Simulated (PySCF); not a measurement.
**How methods differ on the ionisation energy of Cl⁸⁺**

Cl⁸⁺ [He] 2s2 2p5 [2p1/2^2 2p3/2^3, M_J = 3/2] → Cl⁹⁺ [He] 2s2 2p4 [2p1/2^2 2p3/2^2, M_J = 2], as a difference of total energies. All numbers are calculated (PySCF 2.14, the two-component X2C-1e Hamiltonian, in an uncontracted even-tempered set (18 s from 0.97 bohr⁻², ratio 2.4; 11 p from 1.3 bohr⁻², ratio 2.4; 5 d from 7.8 bohr⁻², ratio 2.6; 5 f from 12 bohr⁻², ratio 2.6)). Correlated levels: nothing frozen; the 28 highest virtual spinors dropped. "Screened" scales the spin-orbit matrix elements by Boettger's factors to mimic the two-electron term; Breit and QED terms are absent.

| method | ionisation energy (eV) |
| --- | --- |
| GHF (spin-free) | 399.38 |
| GMP2 (spin-free) | 400.83 |
| GHF (screened spin-orbit) | 399.25 |
| GMP2 (screened spin-orbit) | 400.70 |

The labels give the starting determinants; with spin-orbit coupling the two ends relaxed to ⟨J²⟩ = 3.75, ⟨L²⟩ = 2.00, ⟨S²⟩ = 0.75 and ⟨J²⟩ = 6.00, ⟨L²⟩ = 2.05, ⟨S²⟩ = 1.98.

Task: Which method comes closest to the reference value, and which is furthest?

Result: The reference is 400.85 eV (measured; NIST Atomic Spectra Database, ionization energies). Closest: GMP2 (spin-free) (error -0.020 eV); furthest: GHF (screened spin-orbit) (error -1.600 eV).
